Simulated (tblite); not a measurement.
Compound: C4H9F3SeSi.
Numbering: `[CH3:1][CH2:2][C:3]([F:4])([F:5])[CH2:6][Se:7][SiH2:8][F:9]` (hydrogens: H10, H11, H12 on C1; H13, H14 on C2; H15, H16 on C6; H17, H18 on Si8)

Computed with GFN2-xTB (tblite), gas phase: L-BFGS steps from a force-field or distance-geometry start until the largest atomic force falls under 0.01 eV/Å.

Step 0: E = -879.9984 eV
```
atom  x, y, z in Å  |  force x, y, z in eV/Å
C1     -2.5785   -0.0736   -0.9669   -1.991   0.382  -0.535
C2     -1.6528    0.7757   -0.1524    0.036   0.075   0.748
C3     -0.7297   -0.0505    0.7555    0.245   1.625   0.159
F4     -1.4114   -0.8139    1.6464    0.224  -0.021  -0.318
F5     -0.0751    0.9172    1.5284   -0.177  -0.585   0.195
C6      0.3298   -0.7822   -0.0273   -0.150  -1.581   0.434
Se7     1.3598    0.5939   -0.9307    0.367   0.339  -0.424
Si8     3.5652    0.1091   -1.1236    0.635  -0.611   1.020
F9      4.0732   -0.7053    0.2538   -0.483   0.750  -1.524
H10    -3.2716   -0.6665   -0.3059    0.824   0.395  -0.738
H11    -2.0748   -0.7067   -1.7045   -0.106   0.069   0.407
H12    -3.2290    0.6441   -1.5546    0.534  -0.893   0.514
H13    -1.0166    1.3830   -0.8006    0.003  -0.008   0.010
H14    -2.1942    1.4846    0.5021    0.017  -0.415  -0.244
H15    -0.2174   -1.4286   -0.7487    0.593   0.216   0.238
H16     0.9518   -1.4309    0.6476   -0.359   0.642  -0.563
H17     3.8938   -0.6296   -2.3444   -0.088  -0.263   0.336
H18     4.2689    1.3865   -1.2152   -0.123  -0.115   0.284
```

**Question.** Estimate the geometry and energy of step 1. (The exact step hangs on the optimiser's Hessian estimate; all steps are aligned on step 0, rigid shifts and turns removed.)

**Answer.** E = -880.1984 eV, largest force 0.962 eV/Å
```
atom  x, y, z in Å  |  force x, y, z in eV/Å
C1     -2.6070   -0.0682   -0.9745   -0.232   0.157  -0.056
C2     -1.6523    0.7767   -0.1417   -0.246  -0.039  -0.096
C3     -0.7262   -0.0273    0.7577    0.285   0.513   0.012
F4     -1.4082   -0.8142    1.6419    0.181   0.069  -0.278
F5     -0.0777    0.9089    1.5312    0.019  -0.275   0.354
C6      0.3276   -0.8048   -0.0211   -0.303  -0.206   0.205
Se7     1.3651    0.5987   -0.9368    0.309   0.068  -0.301
Si8     3.5743    0.1003   -1.1091    0.357  -0.186   0.286
F9      4.0663   -0.6946    0.2320   -0.243   0.361  -0.858
H10    -3.2599   -0.6608   -0.3165    0.313   0.089  -0.378
H11    -2.0763   -0.7057   -1.6986   -0.238   0.165   0.440
H12    -3.2214    0.6313   -1.5472   -0.056  -0.262   0.044
H13    -1.0166    1.3829   -0.8005   -0.108  -0.070   0.086
H14    -2.1940    1.4787    0.4986   -0.133  -0.159  -0.015
H15    -0.2089   -1.4255   -0.7453    0.334  -0.062   0.009
H16     0.9467   -1.4217    0.6396   -0.028   0.211  -0.124
H17     3.8926   -0.6334   -2.3396   -0.091  -0.232   0.385
H18     4.2671    1.3849   -1.2112   -0.117  -0.144   0.285
```

The energy changes by -0.2000 eV. The first-order estimate −F·Δx gives -0.3013 eV and the mean of the old and new forces, exact on a quadratic surface, -0.1977 eV. The step makes an angle of 0° with the force vector and moves no atom by more than 0.030 Å.

The cost below is that of the whole relaxation. On one thread of an Arm Neoverse V1, on a shared host, this took 1.1 s.
